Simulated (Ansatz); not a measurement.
Consider the formal exchange of groups at a Ga–O bond: `[F][GaH][O][SiH3]` + `C=O` → `O=[CH][GaH][F]` + `O[SiH3]`.

Gas-phase electronic energies from Ansatz, PBE0-D4/def2-TZVP geometries. CCSD(T)/CBS adds triple-zeta CCSD(T) − MP2 to the extrapolated MP2 energy (def2 sets, frozen cores). This one scheme is used for every species. Functionals use def2-TZVPP. For Ga outer-core shells are correlated without core-valence functions, which leaves a few kJ/mol of doubt a bond. Scalar relativity is left out up to krypton. One conformer a species, not always the lowest.

```csv
species,PBE0-D4 energy (Eh)
`[F][GaH][O][SiH3]`,-2391.46026
`C=O`,-114.42005
`O=[CH][GaH][F]`,-2138.85242
`O[SiH3]`,-366.99139
```

Q: Work out ΔE.

A: ΔE = (-2138.85242) + (-366.99139) − (-2391.46026) − (-114.42005) = 0.03650 Eh = +0.99 eV. CCSD(T)/CBS gives +1.10 eV.

Largest T1 diagnostic among the species: 0.016.

From r2SCAN to r2SCAN0 (25 % exact exchange), in def2-TZVPP and without D4, ΔE moves by +0.04 eV. Leaving LDA and LC-ωPBE aside and taking each functional with its dispersion term where it has one, the values, not all of them listed here, spread over 0.26 eV, from revPBE-D4 to BHLYP-D4.
